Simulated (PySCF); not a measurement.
An excited-state job on `c1c(nccc1)[SiH2][SeH]`.

Computed with TDDFT CAM-B3LYP/def2-SVPD, vertical, gas phase, core orbitals frozen in the response (PySCF 2.14.0, density-fitted response routines). Geometry: GFN2-xTB. The command runs a driver script over a list of jobs; the input below is this job's line of settings and its coordinates in Å.

Command:
```bash
OMP_NUM_THREADS=1 python probes_run.py task.json out
```

Input:
```
{"job": {"kind": "uv", "xc": "CAM-B3LYP", "basis": "def2-SVPD", "nstates": 8, "ntriplets": 3}, "charge": 0, "multiplicity": 1}
Se     2.829003     1.229819     0.172017
Si     2.061533    -0.817783    -0.386295
C      0.244038    -0.310552    -0.306094
C     -0.862266    -1.113330    -0.539662
C     -2.126357    -0.555282    -0.436697
C     -2.240775     0.785280    -0.104120
C     -1.078118     1.511319     0.114368
N      0.120610     0.973801     0.014718
H      4.240469     0.903462     0.131819
H      2.462957    -1.248036    -1.727370
H      2.395899    -1.859316     0.587177
H     -0.729821    -2.153027    -0.797239
H     -3.008022    -1.155032    -0.612487
H     -3.207455     1.256039    -0.015691
H     -1.106110     2.560627     0.377988
```

Output:
```
coarse grid: 62072 points
cycle   1  E = -2939.9462213020  dE =  5.648e-01  |g| = 3.767e-01  |ddm| = 9.823e+00
cycle   2  E = -2939.9590140315  dE = -1.279e-02  |g| = 3.549e-01  |ddm| = 2.412e+00
cycle   3  E = -2939.9892460780  dE = -3.023e-02  |g| = 1.005e-01  |ddm| = 1.416e+00
cycle   4  E = -2939.9911526087  dE = -1.907e-03  |g| = 3.189e-02  |ddm| = 2.517e-01
cycle   5  E = -2939.9914122187  dE = -2.596e-04  |g| = 1.179e-02  |ddm| = 1.217e-01
cycle   6  E = -2939.9914426276  dE = -3.041e-05  |g| = 1.793e-03  |ddm| = 2.963e-02
cycle   7  E = -2939.9914436191  dE = -9.914e-07  |g| = 9.012e-04  |ddm| = 8.168e-03
final grid: 129640 points
cycle   8  E = -2939.9914172778  dE = -1.250e-08  |g| = 1.008e-03  |ddm| = 9.341e-03
cycle   9  E = -2939.9914171351  dE =  1.427e-07  |g| = 1.274e-03  |ddm| = 5.741e-03
cycle  10  E = -2939.9914175270  dE = -3.919e-07  |g| = 8.926e-05  |ddm| = 3.253e-03
cycle  11  E = -2939.9914175291  dE = -2.048e-09  |g| = 2.112e-05  |ddm| = 2.820e-04
cycle  12  E = -2939.9914175294  dE = -3.656e-10  |g| = 1.334e-05  |ddm| = 1.557e-04
converged SCF energy = -2939.9914175294

Static polarisability (au): isotropic 117.499, principal 79.407 123.716 149.374

Singlet excitations
state   eV       nm        f      main configurations
  1   4.7559    260.7   0.00227   H-1->L 0.92
  2   5.0640    244.8   0.00011   H-1->L+1 0.92
  3   5.1976    238.5   0.00284   H->L 0.92
  4   5.2787    234.9   0.02442   H->L+2 0.90
  5   5.5134    224.9   0.01594   H->L+1 0.37, H-2->L 0.36, H-4->L+1 0.10
  6   5.7564    215.4   0.08637   H->L+1 0.57, H-2->L 0.24
  7   5.9505    208.4   0.01723   H->L+3 0.42, H->L+4 0.34
  8   6.3050    196.6   0.10978   H-2->L+1 0.55, H-4->L 0.20, H-2->L 0.19

Triplet excitations (Tamm-Dancoff, eV): 4.1138 4.2151 4.6871
```

The SCF starts on a coarse grid where the log names one; the energy can jump when the final grid takes over, and dE then counts from the start density on the new grid. H and L stand for HOMO and LUMO; the number after each pair is its weight.

Problem. How does the lowest singlet excitation compare with the HOMO–LUMO gap?

Solution. HOMO -7.77 eV and LUMO -0.10 eV give a gap of 7.67 eV; S1 at 4.76 eV lies 2.91 eV below it.

Problem. Which computed singlet has the largest oscillator strength, and what do all of them sum to?

Solution. State 8 at 6.30 eV (197 nm), f = 0.110; the 8 states sum to 0.259.

In short: HOMO -7.77 eV, LUMO -0.10 eV; lowest singlet 4.76 eV; lowest triplet 4.11 eV (Tamm–Dancoff); mean polarisability 117.5 au.

 The CAM-B3LYP/def2-SVPD calculation is non-relativistic and has no spin–orbit coupling, an omission that weighs most on selenium.

Problem. Estimate the wall time. Hardware: an Arm Neoverse V1 with one thread, on a shared host. And the peak memory of the process?

Solution. About 2.0 min, with 1.1 GiB resident at the peak, the Python interpreter and its libraries included.

One conformer stands for the species.
Labels such as C1 count atoms from 1, the log's own numbers from 0.
